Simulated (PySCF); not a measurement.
# Ionisation energy of Gd⁴⁰⁺ by level of theory

Gd⁴⁰⁺ [Ar] 3d6 (5D) → Gd⁴¹⁺ [Ar] 3d5 (6S), as a difference of total energies. Calculation: PySCF 2.14, in an even-tempered Gaussian basis (18 s from 7.7 bohr⁻², ratio 2.5; 12 p from 10 bohr⁻², ratio 2.5; 8 d from 10 bohr⁻², ratio 2.5; 4 f from 39 bohr⁻², ratio 2.7; 3 g from 59 bohr⁻², ratio 2.7); the spin-free X2C one-electron Hamiltonian (Gaussian nucleus). Correlated levels: outer shells: [Ne] frozen; virtual orbitals above 40 to 60 times the deepest correlated orbital energy dropped. The calculations carry no spin-orbit coupling.

| method | ionisation energy (eV) |
| --- | --- |
| UHF | 3049.2 |
| PBE | 3052.3 |
| PBE0 | 3052.1 |
| r2SCAN | 3052.5 |
| BP86 | 3053.2 |
| revPBE | 3052.3 |
| MP2 (outer shells) | 3050.5 |

Q: Estimate what LDA gives.

A: 3051.3 eV, closest to MP2 (outer shells) among the rows shown.

Q: Estimate what SCS-MP2 (outer shells) gives.

A: 3050.7 eV, closest to MP2 (outer shells) among the rows shown.

Spin-orbit coupling is strong in these open shells (close to jj coupling). The scalar numbers leave it out and a first-order estimate fails, so it can dominate the gap to the real levels.

Breit and QED terms and the two-electron picture change are absent.

For comparison: 3050 ± 4 eV (theoretical estimate listed by NIST; NIST Atomic Spectra Database, ionization energies).
